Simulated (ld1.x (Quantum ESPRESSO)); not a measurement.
**What the settings do to the ultrasoft potential of Pb (Z = 82)**

Base potential:

- Element: lead
- Generator: ld1.x (Quantum ESPRESSO) 7.5
- Type: ultrasoft
- Functional: PBE
- Relativity: scalar-relativistic
- Frozen core: [Kr] 4d10 4f14 5s2
- Valence charge: 20
- Reference configuration: 5p6 5d10 6s2 6p2
- Partial waves: 6s (bound): rcut 1.60, rcutus 1.85 bohr; 6s channel at 3.55 Ry: rcut 1.60, rcutus 1.85 bohr; 5p (bound): rcut 1.35, rcutus 1.50 bohr; 6p (bound): rcut 1.35, rcutus 1.50 bohr; 5d (bound): rcut 1.45, rcutus 1.70 bohr; 5d channel at 2.55 Ry: rcut 1.45, rcutus 1.70 bohr
- Local potential: all-electron potential smoothed inside 1.60 bohr (lloc = -1)
- Core correction: none
- Augmentation charge: PSQ, inside the norm-conserving radii

Cutoffs, loose and tight: the cutoffs (Ry, on a coarse ladder) from which the occupation-weighted sum of valence levels, in a spherical-Bessel basis at the reference potential, stays within 10 and 1 mRy of its value at 400 Ry. They do not see the model core or the augmentation charge, which bear on the density cutoff. Test errors are all-electron minus pseudo excitation energies from the reference, over the configurations 5p6 5d10 6s2 6p1; 5p6 5d10 6s2 6p0; 5p6 5d10 6s1 6p0; 5p6 5d9 6s2 6p2; 5p6 5d10 6s0 6p4; 5p5 5d10 6s2 6p2; 5p6 5d10 6s0 6p0. A dash means not determined; rows that change the core or the reference have their own tests. The largest error is taken over the tests solved by every variant that gives reliable tests at all: 5p6 5d10 6s1 6p0; 5p6 5d10 6s2 6p0; 5p6 5d10 6s2 6p1.

A true bound ghost makes a file unfit for plane-wave use even where its test errors are small: the radial tests pick states by their node count and pass the ghost by.

Cutoffs are not given where the Bessel-basis levels miss the radial ones by over 6 mRy, ghosts where they miss by over 20 mRy; a channel whose overlap is not positive is not tested.

A file whose overlap is not positive is unfit for use, and its test errors describe a broken file.

```tsv
change	outcome	bound ghosts	largest test error (meV)
base	generated, overlap not positive	s (p, d not tested, overlap not positive)	+45
core correction a·sin(br)/r model core inside 1.00 bohr	generated, overlap not positive	s (p, d not tested, overlap not positive)	-119
core correction a·sin(br)/r model core inside 1.20 bohr	generated, overlap not positive	s (p, d not tested, overlap not positive)	-17
core correction a·sin(br)/r model core inside 1.58 bohr	generated, overlap not positive	s (p, d not tested, overlap not positive)	+43
core correction a·sin(br)/r model core inside 1.68 bohr	generated, overlap not positive	s (p, d not tested, overlap not positive)	+44
```

Problem. What comes out with this change to the base: core correction a·sin(br)/r model core inside 0.78 bohr?

Solution. outcome: generated, overlap not positive; bound ghosts: s (p, d not tested, overlap not positive); largest test error (meV): -194. A file whose overlap is not positive is unfit for use, and its test errors describe a broken file.
